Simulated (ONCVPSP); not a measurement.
# What one change does to a pseudopotential (cobalt, ONCV)

cobalt, optimised norm-conserving Vanderbilt (ONCV), made with ONCVPSP 4.0.1 (PBEsol, scalar-relativistic). Core [Ar], reference 3d7 4s1.5 4p0.5. Waves: 4s: rc 1.70 bohr, ncon 3, nbas 6, qcut 3.6 1/bohr, 2 projectors, debl 0.9 Ha; 4p: rc 2.95 bohr, ncon 3, nbas 7, qcut 2.6 1/bohr, 2 projectors, debl 3.7 Ha; 3d: rc 0.95 bohr, ncon 4, nbas 9, qcut 16.4 1/bohr, local; f scattering state at 0.09 Ha: rc 2.75 bohr, ncon 3, nbas 8, qcut 3.5 1/bohr, 1 projector. Local part: the d channel. Core correction: polynomial model core, fcfact 0.35.

All-electron outer shells of the reference configuration (PBEsol, scalar-relativistic, ld1.x):

```tsv
shell	level (eV)	outermost node (bohr)	outermost maximum (bohr)
3s	-103.11	0.31	0.66
3p	-66.48	0.28	0.68
3d	-9.17	–	0.66
4s	-6.10	0.96	2.29
4p	-1.72	1.05	3.13
```

Change: s: rc 2.02.

Cutoffs: the cutoffs (Ha) at which the residual kinetic energy of the hardest occupied pseudo-wave falls to 1 and 0.1 mHa per electron; they do not see the model core or the augmentation charge, which bear on the density cutoff. Errors are all-electron minus pseudo energies relative to the spin-unpolarised reference configuration.

How do hardness, ghosts and transferability respond?

The potential gets neither clearly harder nor softer (101 Ha and 116 Ha → 101 Ha and 116 Ha); both files keep a bound ghost (p, s); of the 3 tests that both files solve, the error grows in 0 and shrinks in 1 by more than 15 % and 0.3 meV (median size 7.4 → 6.9 meV).

| quantity | base | changed |
| --- | --- | --- |
| cutoff, loose | 101 Ha | 101 Ha |
| cutoff, tight | 116 Ha | 116 Ha |
| loose cutoff by channel | s 4.9 Ha, p 1.3 Ha, d 101 Ha | s 4.9 Ha, p 1.3 Ha, d 101 Ha |
| bound ghosts | s, p | s, p |
| GHOST(+) flags under 300 eV | f at 11.4 eV, s at 173.2 eV | f at 11.4 eV, s at 77.9 eV |
| tests with a reliable result | 3 of 4 | 3 of 4 |
| error for 3d7 4s2 4p0, meV [ΔE -2.16 eV] | +0.8 | +0.3 |
| error for 3d7 4s1 4p0, meV [ΔE 6.89 eV] | -7.4 | -6.9 |
| error for 3d7 4s0 4p0, meV [ΔE 23.59 eV] | -54 | -53 |
| p: phases at 3.00 bohr within 0.05 rad from the reference energy up to (Ha; the scan ends near 5) | 1.2 | 1.2 |
| d: phases at 0.96 bohr within 0.05 rad from the reference energy up to (Ha; the scan ends near 5) | to the end of the scan | to the end of the scan |
| f: phases at 2.79 bohr within 0.05 rad from the reference energy up to (Ha; the scan ends near 5) | 2.1 | 2.1 |
| rms error of d²Exc/dni dnj with the model core, mHa | 3.32 | 3.32 |

 A true bound ghost makes a file unfit for plane-wave use even where its test errors are small: the radial tests pick states by their node count and pass the ghost by.
